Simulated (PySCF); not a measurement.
Problem. What does the PBE0-D3(BJ)/def2-SVP structure of alpha-methylstyrene, `C(=C)(c1ccccc1)C` look like in three dimensions?

Solution. 
```
atom  x, y, z in Å
C1    -2.010   -1.033    1.440
C2    -1.588   -0.413    0.327
C3    -2.571    0.079   -0.697
C4    -0.147   -0.171    0.067
C5     0.271    0.891   -0.749
C6     1.624    1.133   -0.981
C7     2.592    0.310   -0.412
C8     2.194   -0.762    0.387
C9     0.843   -1.001    0.618
H10   -3.074   -1.220    1.609
H11   -1.320   -1.354    2.224
H12   -2.589    1.180   -0.740
H13   -2.310   -0.276   -1.707
H14   -3.590   -0.258   -0.460
H15   -0.469    1.552   -1.203
H16    1.921    1.973   -1.613
H17    3.653    0.495   -0.598
H18    2.942   -1.428    0.824
H19    0.546   -1.862    1.220
```

Any rigid rotation of these coordinates is as good. Atoms count from 1 in this order. The 6-membered ring C4–C5–C6–C7–C8–C9 has internal angles of 117.7° to 121.2° (sum 720°, against 720° for a flat polygon); it is planar, 0.00 Å rms from its mean plane, widest ring torsion 1°. The 9 C–C bonds span 1.342 Å (C1=C2, drawn double) to 1.502 Å (C2–C3, drawn single), a spread of 0.160 Å. Of the pairs four or more bonds apart, C3···H15 is among the closest relative to their van der Waals radii: 2.62 Å, 90 % of the sum of Bondi's values.

Bonds between heavy atoms (Å): C1=C2 1.342, C2–C3 1.502, C2–C4 1.484, C4–C5 1.404, C5–C6 1.393, C6–C7 1.393, C7–C8 1.395, C8–C9 1.390, C4–C9 1.405.

Computed, not measured: PBE0-D3(BJ)/def2-SVP geometry optimisation, gas phase (PySCF 2.14.0).

Whether it is a minimum is left open (no frequencies). The numbers are those of one conformer (C1–C2–C4–C5 -154°).
